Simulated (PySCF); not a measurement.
Species: C₅H₁₁PS.
SMILES with atom numbers: `[CH2:1]=[CH:2][P@@H:3](=[S:4])[CH2:5][CH2:6][CH3:7]` (hydrogens: H8, H9 on C1; H10 on C2; H11 on P3; H12, H13 on C5; H14, H15 on C6; H16, H17, H18 on C7)

Cartesian coordinates in Å at the GFN2-xTB level; atoms count from 1:
```xyz
18
C5H11PS angstrom
C     -2.1965    1.5004   -0.0597
C     -1.7584    0.2847    0.2195
P     -0.9999   -0.7462   -1.0697
S     -0.8989    0.0058   -2.8427
C      0.5661   -1.4348   -0.3657
C      1.7544   -0.5276   -0.6563
C      1.6061    0.8287    0.0165
H     -2.6692    2.1341    0.6727
H     -2.0827    1.8999   -1.0573
H     -1.8510   -0.1638    1.2003
H     -1.8147   -1.8841   -0.9426
H      0.4335   -1.5903    0.7079
H      0.7081   -2.4097   -0.8442
H      2.6714   -1.0171   -0.3190
H      1.8247   -0.3828   -1.7378
H      1.4866    0.7200    1.0930
H      2.4799    1.4466   -0.1743
H      0.7318    1.3426   -0.3818
```

The calculation used PySCF 2.14.0, density-fitted response routines, TDDFT B3LYP/def2-SVPD, vertical, gas phase, core orbitals frozen in the response.

Ground-to-excited transition dipoles (e·a0, same axes as the geometry; the sign carries no meaning), for the states with f of 0.002 or more among the lowest 8:

```
state  E (hartree)      μx      μy      μz
   S2       0.1614  -0.161   0.174  -0.130
   S3       0.2071  -0.439  -0.054  -0.182
   S4       0.2095   0.160   0.150  -0.048
   S5       0.2110  -0.180   0.436   0.226
   S6       0.2144  -0.181  -0.206   0.468
   S7       0.2352   0.171  -0.072   0.037
   S8       0.2399   0.094  -0.107  -0.031
```

Question: Work out the oscillator strengths.

Answer: f = (2/3) ΔE |μ|² with ΔE in hartree (27.2114 eV).

```
state  |μ|² (au)  |μ| (D)      f
   S2      0.073     0.69  0.008
   S3      0.229     1.22  0.032
   S4      0.050     0.57  0.007
   S5      0.273     1.33  0.038
   S6      0.294     1.38  0.042
   S7      0.036     0.48  0.006
   S8      0.021     0.37  0.003
```

Question: Which bond between heavy atoms lies closest to the direction of the S6 transition dipole?

Answer: P3–S4, at 16° from it; next C5–C6 at 49°.

Question: What angle do the transition dipoles of S5 and S6 make?

Answer: |cos θ| = |μa·μb| / (|μa| |μb|) = 0.17, so θ ≈ 80° (taken between 0 and 90°, since the signs are arbitrary).

Question: What peak molar absorption coefficient would the strongest computed level give as a lone Gaussian band 0.5 eV wide at half height?

Answer: ε(max) = 2.175×10⁸ f / FWHM, with the width in cm⁻¹. S6: 2.175×10⁸ × 0.0421 / 4033 ≈ 2300 L mol⁻¹ cm⁻¹.

One conformer stands for the species.
